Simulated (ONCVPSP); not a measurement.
**I, ONCV: configuration errors across variants**

```json
{
  "Element": "iodine (I)",
  "Generator": "ONCVPSP 4.0.1",
  "Type": "optimised norm-conserving Vanderbilt (ONCV)",
  "Functional": "PBE",
  "Relativity": "scalar-relativistic",
  "Frozen core": "[Ar] 3d10",
  "Valence charge": "25",
  "Reference configuration": "4s2 4p6 4d10 5s1.5 5p5.5",
  "Partial waves": "4s+5s: rc 1.25 bohr, ncon 5, nbas 8, qcut 7.5 1/bohr, 2 projectors; 4p+5p: rc 1.50 bohr, ncon 4, nbas 9, qcut 7.8 1/bohr, 2 projectors; 4d: rc 0.90 bohr, ncon 3, nbas 6, qcut 11.8 1/bohr, 2 projectors, debl 2.3 Ha",
  "Local potential": "polynomial inside 0.70 bohr (lpopt 2, dvloc0 1 Ha)",
  "Core correction": "Teter function, fcfact 5.75, rcfact 1.6"
}
```

All-electron excitation energies from the reference (eV): (1) 4s2 4p6 4d10 5s2 5p5 -5.184; (2) 4s2 4p6 4d10 5s2 5p4 5.947; (3) 4s2 4p6 4d10 5s2 5p3 25.794; (4) 4s2 4p6 4d10 5s2 5p2 55.123.

1 further variants failed, have other tests or too few solved ones, and are left out.

A true bound ghost makes a file unfit for plane-wave use even where its test errors are small: the radial tests pick states by their node count and pass the ghost by.

Errors AE − PS in meV (a dash: test not solved or not reliable):

```tsv
change	(1)	(2)	(3)	(4)	bound ghosts	GHOST(+) flags above zero
base	-0.1	-2.8	-7.9	-16	none	none
s: rc 1.34	-0.1	-2.8	-7.8	-16	none	s
p: nproj 4	-0.1	-2.7	-7.9	-16	p	none
core correction Teter function, fcfact 7.5, rcfact 1.6	-0.1	-2.8	-7.9	-16	none	none
local potential polynomial inside 0.65 bohr (lpopt 5, dvloc0 4 Ha)	-0.1	-2.8	-7.8	-16	none	s
d: nbas 8	-0.1	-2.8	-7.9	-16	none	none
d: rc 1.26	-0.1	-2.8	-7.9	-16	none	none
s: qcut 6.5; p: qcut 6.8; d: qcut 10.3	-3.3	-11	-21	-29	none	p
p: qcut 10.5	-0.1	-2.8	-7.9	-16	none	none
```

Give the same row for: s: ncon 3, nbas 6.

-0.7, -3.5, -8.4, -16; bound ghosts: none; GHOST(+) flags above zero: s.
